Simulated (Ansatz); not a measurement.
Cost and result for the atomization energy of GeH5NOSi, SMILES `O[SiH]1[NH][GeH2]1` (9 atoms, 9 bonds).

```xyz
9

O    -0.810   -1.987   -0.123
Si   -0.151   -0.567   -0.615
N     1.075    0.088    0.325
Ge   -0.276    1.400    0.564
H    -1.245   -2.512   -0.798
H    -0.010   -0.637   -2.095
H     2.013   -0.079    0.644
H    -0.747    1.495    2.028
H     0.152    2.798    0.069
```

Charge 0, multiplicity 1. Correlated methods include outer-core shells of Ge, which these sets cover unevenly. Scalar relativity is left out up to krypton. Geometry: relaxed with PBE0-D4/def2-TZVP. It is one conformer, not always the lowest. Program: Ansatz. All runs use 4 threads of an Arm Neoverse V2 on a shared host. Times are those of one run each, without the atoms' runs, and a repeat can differ threefold. Electronic energies, without spin–orbit coupling; frozen cores. CCSD(T)/CBS adds CCSD(T) − MP2 in def2-TZVPP to the MP2 limit, and its time is that of the two runs behind it. T1 = 0.013. With those shells the extrapolation isn't a true limit. B3LYP takes the VWN-RPA correlation (the form of Gaussian; ORCA's B3LYP/G).

CCSD(T)/CBS is a level of theory with its own doubt, some kJ/mol a heavy atom from the limit and from the frozen cores, so smaller differences don't rank the functionals.

```json
{"level": "PBE-D4/def2-TZVPP (with forces)", "functions": "222", "wall time": "1.9 s", "atomization (kJ/mol)": "2931.0", "difference from CCSD(T)/CBS": "14.9", "per bond": "1.7"}
{"level": "PBE0-D4/def2-TZVPP", "functions": "222", "wall time": "2.2 s", "atomization (kJ/mol)": "2867.6", "difference from CCSD(T)/CBS": "-48.5", "per bond": "-5.4"}
{"level": "B3LYP-D4/def2-TZVPP (with forces)", "functions": "222", "wall time": "3.3 s", "atomization (kJ/mol)": "2885.9", "difference from CCSD(T)/CBS": "-30.2", "per bond": "-3.4"}
{"level": "r2SCAN-D4/def2-TZVPP (with forces)", "functions": "222", "wall time": "3.5 s", "atomization (kJ/mol)": "2900.7", "difference from CCSD(T)/CBS": "-15.4", "per bond": "-1.7"}
{"level": "B2PLYP/def2-TZVPP", "functions": "222", "wall time": "4 s", "atomization (kJ/mol)": "2858.0", "difference from CCSD(T)/CBS": "-58.1", "per bond": "-6.5"}
{"level": "ωB97X-V/def2-TZVPP", "functions": "222", "wall time": "6 s", "atomization (kJ/mol)": "2921.9", "difference from CCSD(T)/CBS": "5.8", "per bond": "0.6"}
{"level": "ωB97M-V/def2-TZVPP (with forces)", "functions": "222", "wall time": "8.5 s", "atomization (kJ/mol)": "2900.1", "difference from CCSD(T)/CBS": "-16.0", "per bond": "-1.8"}
{"level": "MP2/def2-QZVPP", "functions": "423", "wall time": "14 s", "atomization (kJ/mol)": "2917.8", "difference from CCSD(T)/CBS": "1.7", "per bond": "0.2"}
{"level": "CCSD(T)/def2-TZVPP", "functions": "222", "wall time": "86 s", "atomization (kJ/mol)": "2819.5", "difference from CCSD(T)/CBS": "-96.6", "per bond": "-10.7"}
{"level": "CCSD(T)/CBS(def2)", "functions": "–", "wall time": "100 s", "atomization (kJ/mol)": "2916.1", "difference from CCSD(T)/CBS": "0.0", "per bond": "0.0"}
```

In def2-TZVPP, CCSD(T) changes the Hartree–Fock value by +878.5 kJ/mol (the triples alone add +52.1 kJ/mol) and MP2 by +919.1 kJ/mol; breaking electron pairs costs correlation energy, which Hartree–Fock lacks. From PBE to PBE0 (25 % exact exchange), in def2-TZVPP and without D4, the atomization energy moves by −60.5 kJ/mol: exact exchange takes away binding that semilocal exchange gives to molecules. The D4 term adds +30.9 kJ/mol with B3LYP and +16.0 kJ/mol with PBE0; it sums over pairs of atoms, weighted by their polarisabilities, and B3LYP, whose exchange is more repulsive, gets the larger term.
